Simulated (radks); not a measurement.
Results of a calculation; reference values are marked as such.
Question: Species: Ho14+. Configuration: [Kr] 4d10 4f6 5s1. Level of theory: scalar-relativistic Kohn-Sham, r2SCAN, spin-polarised, spherical densities, finite nucleus; open shells are filled with parallel spins first (spin-orbit coupling, left out, can overturn this in heavy ions); meta-GGA in the generalised Kohn-Sham scheme; Fermi nuclear charge, rms radius 5.2022 fm (a radial shooting solver on a logarithmic mesh with Libxc functionals). Some entries of the table are withheld. Estimate them.

orbital  occ.  eigenvalue (eV)  <1/r> (bohr^-1)  <r^2> (bohr^2)
1s up       1        -55869.96            76.04       0.0005884
1s down     1        -55869.81            76.04       0.0005884
2s up       1        -9618.540            17.70        0.009168
2s down     1        -9618.443            17.70        0.009168
2p up       3        -8552.296            16.38        0.007444
2p down     3        -8552.180            16.38        0.007444
3s up       1        -2393.354            6.530         0.06024
3s down     1        -2388.569            6.540         0.06009
3p up       3        -2065.833            6.104         0.06063
3p down     3        -2061.036            6.114         0.06044
3d up       5        -1649.603            5.778         0.05077
3d down     5        -1645.871            5.788         0.05054
4s up       1        -713.3647            2.786          0.2953
4s down     1        -703.6810            2.779          0.2960
4p up       3        -603.1729            2.570          0.3292
4p down     3        -593.6235            2.564          0.3298
4d up       5        -453.4077              (1)          0.3754
4d down     5        -443.6891              (2)          0.3760
5s up       1        -292.8143            1.298           1.227
4f up       6              (3)            1.952          0.4497
5s down     0        -282.9985            1.288           1.249
4f down     0              (4)            1.949          0.4535
5p up       0              (5)            1.192           1.426
5p down     0              (6)            1.173           1.467
6s up       0        -160.2565           0.7495           3.697

Answer: 
(1) 4d up <1/r> (bohr^-1): 2.309
(2) 4d down <1/r> (bohr^-1): 2.304
(3) 4f up eigenvalue (eV): -286.5864
(4) 4f down eigenvalue (eV): -276.1928
(5) 5p up eigenvalue (eV): -255.9327
(6) 5p down eigenvalue (eV): -246.8068
